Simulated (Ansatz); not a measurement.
Total energies of (FSn)4S6 adamantane (Sn₄S₆F₄) from Ansatz at PBE0-D4/def2-TZVP, gas phase (1 Eh = 27.2114 eV = 2625.5 kJ/mol). The reference geometry is relaxed at PBE-D4/def2-SVP.

```xyz
14

Sn   -1.525    0.256   -1.652
F    -2.838    0.475   -3.072
S     0.474    1.350   -2.521
Sn    1.952    0.961   -0.621
F     3.631    1.789   -1.155
S     2.536   -1.379   -0.262
Sn    0.334   -2.205    0.384
F     0.620   -4.101    0.714
S    -1.322   -2.162   -1.406
S    -0.476   -1.351    2.520
Sn   -0.760    0.988    1.889
F    -1.415    1.837    3.512
S    -2.534    1.382    0.262
S     1.323    2.161    1.408
```

```json
{"state": "charge 0 singlet", "geometry": "reference", "energy (Eh)": "-3645.35530"}
{"state": "charge 1 doublet", "geometry": "reference", "energy (Eh)": "-3644.98789"}
{"state": "charge 1 doublet", "geometry": "relaxed at PBE-D4/def2-SVP", "energy (Eh)": "-3644.99095"}
{"state": "free Sn atom (triplet)", "geometry": "–", "energy (Eh)": "-214.25870"}
{"state": "free F atom (doublet)", "geometry": "–", "energy (Eh)": "-99.67617"}
{"state": "free S atom (triplet)", "geometry": "–", "energy (Eh)": "-397.97371"}
```

In the def2 sets Sn takes a core potential; there is no spin–orbit coupling. Single mean-field runs in def2-TZVP are fitted with def2-universal-jkfit.

Problem. Work out the vertical ionisation energy to the doublet.

Solution. E(charge 1 doublet) − E(charge 0 singlet) = -3644.98789 − (-3645.35530) = 0.36741 Eh = 10.00 eV. For comparison, −ε of the highest occupied level is 8.61 eV at this level, 1.39 eV less.

Problem. How much does the charge 1 doublet relax, and what is the adiabatic ionisation energy?

Solution. Relaxation: -3644.98789 − (-3644.99095) = 0.00306 Eh = 0.08 eV. Adiabatic ionisation energy: 0.36435 Eh = 9.91 eV, without zero-point energy. 

Problem. What is the binding energy per atom against free atoms?

Solution. Atoms: 4 × (-214.25870) + 4 × (-99.67617) + 6 × (-397.97371) = -3643.58174 Eh. Binding: -3643.58174 − (-3645.35530) = 1.77356 Eh = 48.26 eV, or 3.45 eV for each of 14 atoms (no zero-point energy, no counterpoise term).
